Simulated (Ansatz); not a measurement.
`[BH2][GaH][F]` + `C=CCCF` → `[BH2][GaH][CH2]CF` + `C=CF`  (formal exchange of groups at a Ga–F bond)

Calculated with Ansatz (gas phase, PBE0-D4/def2-TZVP geometries, no zero-point term in ΔE). CCSD(T)/CBS is the MP2 limit (def2-TZVPP, def2-QZVPP) plus CCSD(T) − MP2 in def2-TZVPP, frozen cores. DFT in def2-TZVPP. B3LYP here is the variant with VWN-RPA as its local correlation; programs differ in this. For Ga outer-core shells are correlated without core-valence functions, which leaves a few kJ/mol of doubt a bond. Scalar relativity is left out up to krypton. Each species was taken in one conformer, which may not be the lowest.

```tsv
level	ΔE (kJ/mol)
B3LYP-D4	143.8
ωB97M-V	140.0
B2PLYP	149.7
r2SCAN	137.3
HF/def2-TZVPP	167.1
MP2/def2-TZVPP	152.2
CCSD(T)/def2-TZVPP	144.7
HF/CBS(def2)	170.3
```

Task: What does CCSD(T)/CBS give? (An estimate is asked.)

Result: Computed: +146.0 kJ/mol. The listed levels differ from it by -2.2, -6.0, 3.7, -8.7, 21.1, 6.2, -1.3, 24.3 kJ/mol.

Largest T1 diagnostic among the species: 0.014.

In def2-TZVPP, CCSD(T) changes the Hartree–Fock value by −22.3 kJ/mol (the triples alone add −3.6 kJ/mol) and MP2 by −14.8 kJ/mol. From PBE to PBE0 (25 % exact exchange), in def2-TZVPP and without D4, ΔE moves by +7.1 kJ/mol.
